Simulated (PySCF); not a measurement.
(Z)-1,2-difluoro-1-methoxyethene (C3H4F2O), SMILES CO/C(F)=C/F. Atoms are numbered in the order given.

```xyz
10

C     -2.1740     0.5524    -0.0715
O     -0.9127     0.8179     0.5211
C      0.0712    -0.0033     0.1739
F     -0.1537    -1.2895     0.4262
C      1.2220     0.4196    -0.3508
F      2.2320    -0.4126    -0.5866
H     -2.8673     1.3109     0.3107
H     -2.1117     0.6308    -1.1701
H     -2.5402    -0.4484     0.2033
H      1.4011     1.4704    -0.5787
```
Charge 0, spin multiplicity 1.

Coordinates come from a PBE0-D3(BJ)/def2-SVP optimisation. Other conformers were not sampled.

Two levels are set side by side: PBE/pcSseg-1 (PySCF) and PBE0/pcSseg-1 (PySCF). GIAO shifts against CFCl3 (¹⁹F), H2O (¹⁷O), TMS (¹H), TMS (¹³C) at the same level; non-relativistic, no solvent, atoms listed together averaged. Differences are taken from unrounded values.

| quantity | PBE0 |
|---|---|
| δ(¹³C) of C1 (ppm) | 60.3 |
| δ(¹⁷O) of O2 (ppm) | 74.5 |
| δ(¹³C) of C3 (ppm) | 163.9 |
| δ(¹⁹F) of F4 (ppm) | -123.2 |
| δ(¹³C) of C5 (ppm) | 130.2 |
| δ(¹⁹F) of F6 (ppm) | -213.1 |
| δ(¹H) of H10 (ppm) | 6.69 |

Q: What does PBE give, and how far is it from PBE0? (The exact figures need the calculation; the answer reports its results.)

A: 
```
quantity               PBE  PBE minus PBE0
------------------  ------  --------------
δ(¹³C) of C1 (ppm)    61.8             1.5
δ(¹⁷O) of O2 (ppm)    90.2            15.7
δ(¹³C) of C3 (ppm)   164.0             0.1
δ(¹⁹F) of F4 (ppm)  -138.6           -15.4
δ(¹³C) of C5 (ppm)   129.7            -0.6
δ(¹⁹F) of F6 (ppm)  -227.0           -13.9
δ(¹H) of H10 (ppm)    6.69           -0.01
```

Rough cost on one machine, each run with all the roots and properties that it gave: PBE0 against PBE within a factor of 2.
